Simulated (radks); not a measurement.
All-electron atom: Pr XIII in [Kr] 4d10 5s1.

Calculated with a radial shooting solver on a logarithmic mesh with Libxc functionals: scalar-relativistic Kohn-Sham, LDA (Slater exchange, VWN5 correlation), spin-polarised, spherical densities, finite nucleus; open shells are filled with parallel spins first (spin-orbit coupling, left out, can overturn this in heavy ions); Fermi nuclear charge, rms radius 4.8919 fm.

Energy parts (eV):
total: -250098.92
kinetic: 265603.47
electron-nucleus: -596711.62
Hartree: 86494.26
exchange-correlation: -5485.03

Orbitals (lengths in bohr, moments of r in powers of bohr; <r^-3> diverges for s and p1/2):
orbital  occ.  eigenvalue (eV)   <1/r>  <r^-3>      <r>
1s up       1        -41986.53   64.62       -  0.02411
1s down     1        -41986.36   64.62       -  0.02411
2s up       1        -6936.753   14.91       -   0.1031
2s down     1        -6936.655   14.91       -   0.1031
2p up       3        -6233.004   14.10    8474  0.09058
2p down     3        -6232.907   14.10    8474  0.09058
3s up       1        -1666.087   5.425       -   0.2726
3s down     1        -1665.954   5.425       -   0.2726
3p up       3        -1443.063   5.136    1712   0.2705
3p down     3        -1442.928   5.136    1712   0.2705
3d up       5        -1128.945   4.874   234.3   0.2475
3d down     5        -1128.820   4.874   234.3   0.2474
4s up       1        -495.8603   2.306       -   0.6137
4s down     1        -495.5713   2.307       -   0.6134
4p up       3        -421.5836   2.139   390.0   0.6456
4p down     3        -421.2451   2.140   390.6   0.6449
4d up       5        -314.7502   1.903   45.76   0.6939
4d down     5        -314.2885   1.907   45.93   0.6924
5s up       1        -211.0185   1.087       -    1.253
5s down     0        -208.8916   1.090       -    1.251
5p up       0        -185.7328   1.006   104.5    1.344
5p down     0        -183.5429   1.006   104.8    1.344
6s up       0        -117.3924  0.6403       -    2.142
6s down     0        -116.5093  0.6342       -    2.157

The highest occupied level is 5s up at -211.02 eV. The electron density at the nucleus is 4.318e+05 e/bohr^3 (large components only). The density falls to 0.001 e/bohr^3 at r = 2.22 bohr. The spin density at the nucleus is 304.0 e/bohr^3 (1s 1.1, 2s 0.3, 3s -0.1, 4s -0.8, 5s 303.6). Spin moment in Bohr magnetons: 1.
